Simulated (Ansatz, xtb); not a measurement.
Isomers of C2H7BOSi in order of energy

3 gas-phase structures of C2H7BOSi, from a drawn sample of its isomers (lower ones may exist). Each was relaxed with GFN2-xTB; where two conformers were screened, the lower at r2SCAN-D4/def2-SVP is listed:

A. `B1OCC[SiH2]1`, a singlet
B. `B/C=C/O[SiH3]`, a singlet
C. `B1CC[SiH2]O1`, a singlet

Task: Estimate their order in r2SCAN-D4/def2-SVP energy at these geometries, lowest first.

Result: Calculated order at r2SCAN-D4/def2-SVP: C (0.000), A (1.716), B (2.757) eV.

Energies above the lowest of each column, in eV; the last columns are at PBE-D3(BJ)/def2-SVP geometries:

```csv
structure,GFN2-xTB,HF/STO-3G,r2SCAN-D4/def2-SVP,PBE-D3(BJ)/def2-SVP,CCSD(T)/def2-SVP + ΔMP2/def2-TZVPP
C,0.000,0.000,0.000,0.000,0.000
A,1.695,1.319,1.716,1.595,1.925
B,1.669,4.049,2.757,2.671,2.718
```

Every level run on C puts it lowest or level with the lowest. Flexible structures stand in one conformer each, not always the lowest. The ΔMP2 step shifts differences by up to 0.149 eV, which makes them less sure. ΔMP2 is the change of the MP2 energy from the smaller to the larger basis.

Programs: Ansatz 0.2.0, xtb 6.7.1.
